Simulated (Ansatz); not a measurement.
Gas-phase electronic energies from Ansatz, PBE0-D4/def2-TZVP geometries. CBS: MP2 limit from def2 TZ/QZ plus the TZ coupled-cluster correction, frozen cores. DFT in def2-TZVPP. B3LYP here is the variant with VWN-RPA as its local correlation; programs differ in this. Open shells (•) are unrestricted, without spin–orbit coupling. One conformer a species, not always the lowest.

Consider the homolysis of the S–Si bond: `C[SiH2]S[SiH](C)Cl` → `C[SiH2][S]`• + `C[SiH]Cl`•.

**Question.** What is ΔE at CCSD(T)/CBS? (Estimate.)

**Answer.** Ansatz gave: +405.2 kJ/mol.

**Question.** What do these levels give: B3LYP-D4, ωB97M-V, B2PLYP, PBE, HF/def2-TZVPP, MP2/def2-TZVPP, SCS-MP2/def2-TZVPP, CCSD(T)/def2-TZVPP, HF/def2-QZVPP, MP2/def2-QZVPP, MP2/CBS(def2), CCSD/CBS(def2)? (Estimate.)

**Answer.** Computed: B3LYP-D4 378.3, ωB97M-V 404.7, B2PLYP 373.6, PBE 366.4, HF/def2-TZVPP 273.5, MP2/def2-TZVPP 413.3, SCS-MP2/def2-TZVPP 399.6, CCSD(T)/def2-TZVPP 388.7, HF/def2-QZVPP 272.3, MP2/def2-QZVPP 422.4, MP2/CBS(def2) 429.8, CCSD/CBS(def2) 392.4 kJ/mol.

Largest T1 diagnostic among the species: 0.013.

In def2-TZVPP, CCSD(T) changes the Hartree–Fock value by +115.2 kJ/mol (the triples alone add +12.8 kJ/mol) and MP2 by +139.8 kJ/mol; breaking electron pairs costs correlation energy, which Hartree–Fock lacks. From PBE to PBE0 (25 % exact exchange), in def2-TZVPP and without D4, ΔE moves by +6.1 kJ/mol. The D4 term adds +29.2 kJ/mol with B3LYP and +16.5 kJ/mol with PBE0; it sums over pairs of atoms, weighted by their polarisabilities, and B3LYP, whose exchange is more repulsive, gets the larger term.
